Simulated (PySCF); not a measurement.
**Structure and specific rotation at 589.3 nm (origin-invariant length gauge)**

Computed, not measured: TDDFT CAM-B3LYP/def2-SVPD circular dichroism and optical rotation, one conformer, gas phase (PySCF 2.14.0). Geometry: GFN2-xTB.

Each molecule in one low-energy conformer. The parent is C[C@@]1(S)C[C@@H]2[C@@H](F)[C@@H]21.

The molecule is flexible and this is one conformer; a measurement averages over conformers.

Question: How does the specific rotation at 589.3 nm (origin-invariant length gauge) change along this series?
- C[C@@]1(S)C[C@@H]2[C@@H](F)[C@@H]21 (base)
- C[C@]1(S)C[C@@H]2[C@@H](F)[C@@H]21 (diastereomer)

Answer: 
```
                           molecule  [α]589 (deg dm⁻¹ (g/mL)⁻¹)  S1 (eV)  R(S1), velocity form (10⁻⁴⁰ esu² cm²)
C[C@@]1(S)C[C@@H]2[C@@H](F)[C@@H]21                      +188.7     5.52                                   +4.9
 C[C@]1(S)C[C@@H]2[C@@H](F)[C@@H]21                      +103.4     5.44                                   +0.6
```
The specific rotation at 589.3 nm (origin-invariant length gauge) is lowest for C[C@]1(S)C[C@@H]2[C@@H](F)[C@@H]21 and highest for C[C@@]1(S)C[C@@H]2[C@@H](F)[C@@H]21.
